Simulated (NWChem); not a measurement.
System: MgHOF; SMILES [F][Mg][OH]

The following NWChem deck was run.

```
start job
memory heap 200 mb stack 900 mb global 1100 mb
geometry units angstroms noautoz
  Mg     0.141164    -0.260762     0.000000
  F     -0.335203    -1.954567     0.000000
  O      0.615609     1.426182     0.000000
  H      0.873154     2.341029     0.000000
end
basis spherical
  Mg library def2-tzvpp
  F library def2-tzvpp
  O library def2-tzvpp
  H library def2-tzvpp
end
dft
  xc pbe0
  iterations 150
  mulliken
end
task dft energy
```

NWChem printed, in part:

```
             Northwest Computational Chemistry Package (NWChem) 7.3.0
             --------------------------------------------------------

 ORDER OF PRIMARY AXIS IS BEING SET TO 4
 C4V symmetry detected

                             Geometry "geometry" -> ""
                             -------------------------

 Output coordinates in angstroms (scale by  1.889725989 to convert to a.u.)

  No.       Tag          Charge          X              Y              Z
 ---- ---------------- ---------- -------------- -------------- --------------
    1 Mg                  12.0000     0.00000000     0.00000000    -0.02954271
    2 F                    9.0000     0.00000000     0.00000000    -1.78905995
    3 O                    8.0000     0.00000000     0.00000000     1.72284940
    4 H                    1.0000     0.00000000     0.00000000     2.67325689

 Effective nuclear repulsion energy (a.u.)      80.1907653211

      Symmetry information
      --------------------

 Group name             C4v
 Group number             18
 Group order               8
 No. of unique centers     4

                                 NWChem DFT Module
                                 -----------------

 Summary of "ao basis" -> "ao basis" (spherical)
 ------------------------------------------------------------------------------
       Tag                 Description            Shells   Functions and Types
 ---------------- ------------------------------  ------  ---------------------
 Mg                        def2-tzvpp               12       32   5s4p3d
 F                         def2-tzvpp               11       31   5s3p2d1f
 O                         def2-tzvpp               11       31   5s3p2d1f
 H                         def2-tzvpp                6       14   3s2p1d

      Symmetry analysis of basis
      --------------------------

        a1         40
        a2          0
        b1         10
        b2         10
        e          48

            General Information
            -------------------
          SCF calculation type: DFT
          Wavefunction type:  closed shell.
          No. of atoms     :     4
          No. of electrons :    30
           Alpha electrons :    15
            Beta electrons :    15
          Charge           :     0
          Spin multiplicity:     1
          Use of symmetry is: on ; symmetry adaption is: on
          Maximum number of iterations: 150
          AO basis - number of functions:   108
                     number of shells:    40
          Convergence on energy requested:  1.00D-06
          Convergence on density requested:  1.00D-05
          Convergence on gradient requested:  5.00D-04

              XC Information
              --------------
                         PBE0 Method XC Functional
                     Hartree-Fock (Exact) Exchange  0.250
          PerdewBurkeErnzerhof Exchange Functional  0.750
            Perdew 1991 LDA Correlation Functional  1.000 local
           PerdewBurkeErnz. Correlation Functional  1.000 non-local

             Grid Information
             ----------------
          Grid used for XC integration:  medium
          Radial quadrature: Mura-Knowles
          Angular quadrature: Lebedev.
          Tag              B.-S. Rad. Rad. Pts. Rad. Cut. Ang. Pts.
          ---              ---------- --------- --------- ---------
          Mg                  1.50       88          10.0       590
          F                   0.50       49          12.0       434
          O                   0.60       49           9.0       434
          H                   0.35       45          11.0       434
          Grid pruning is: on
          Number of quadrature shells:   231
          Spatial weights used:  Erf1

      Superposition of Atomic Density Guess
      -------------------------------------

 Sum of atomic energies:        -374.30882600

      Non-variational initial energy
      ------------------------------

 Total energy =    -374.354970
 1-e energy   =    -681.353829
 2-e energy   =     226.808094
 HOMO         =      -0.499010
 LUMO         =      -0.126110

      Symmetry analysis of molecular orbitals - initial
      -------------------------------------------------

 !! scf_movecs_sym_adapt:   20 vectors were symmetry contaminated

  Symmetry fudging

 !! scf_movecs_sym_adapt:   16 vectors were symmetry contaminated

  Numbering of irreducible representations:

     1 a1          2 a2          3 b1          4 b2          5 e

  Orbital symmetries:

     1 a1          2 a1          3 a1          4 a1          5 a1
     6 e           7 e           8 a1          9 a1         10 a1
    11 a1         12 e          13 e          14 e          15 e
    16 a1         17 e          18 e          19 a1         20 a1
    21 a1         22 b1         23 b2         24 e          25 e

     ---------------------------------------------
      Total Density - Mulliken Population Analysis
     ---------------------------------------------

    Atom       Charge   Shell Charges
 -----------   ------   -------------------------------------------------------
    1 Mg  12    10.48   2.00  0.71  1.29  0.24  0.01  5.12  0.89  0.08  0.03  0.00  0.10  0.03
    2 F    9     9.80   0.77  1.20  0.62  1.03  0.34  2.44  2.41  0.99  0.00  0.00  0.00
    3 O    8     9.06   0.79  1.18  0.59  0.93  0.26  2.12  2.25  0.95  0.00 -0.00  0.00
    4 H    1     0.66   0.20  0.31  0.06  0.02  0.05  0.01

[...]
```

Level: PBE0/def2-TZVPP. Coordinates come from a PBE0/def2-SVP optimisation.
